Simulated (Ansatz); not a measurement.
`[F][Ga]([Br])[Br]` and `[Cl][Ga]([Br])[Br]` differ in one atom or group.

Ansatz, PBE0-D4/def2-TZVP geometries, multiplicity 1. 

Scalar relativity is left out up to krypton.

```tsv
property	`[F][Ga]([Br])[Br]`
HOMO–LUMO gap (PBE0/def2-TZVPP) / eV	6.83
HOMO energy (ωB97M-V/def2-TZVPP) / eV	-11.22
LUMO energy (B3LYP/def2-TZVPP) / eV	-2.51
HOMO energy (PBE/def2-TZVPP) / eV	-7.69
LUMO energy (ωB97M-V/def2-TZVPP) / eV	-0.25
HOMO–LUMO gap (B3LYP/def2-TZVPP) / eV	6.22
```

Problem. Give the same properties after the change, and the shifts. (Best estimate.)

Solution. Computed: 
```csv
property,`[Cl][Ga]([Br])[Br]`,shift
HOMO–LUMO gap (PBE0/def2-TZVPP) / eV,6.70,-0.13
HOMO energy (ωB97M-V/def2-TZVPP) / eV,-11.04,0.18
LUMO energy (B3LYP/def2-TZVPP) / eV,-2.45,0.06
HOMO energy (PBE/def2-TZVPP) / eV,-7.53,0.16
LUMO energy (ωB97M-V/def2-TZVPP) / eV,-0.22,0.03
HOMO–LUMO gap (B3LYP/def2-TZVPP) / eV,6.10,-0.12
```

B3LYP here is the variant with VWN-RPA as its local correlation; programs differ in this.

Spin–orbit coupling is left out; it splits and shifts lone-pair levels of the heavy atoms by tenths of an eV.
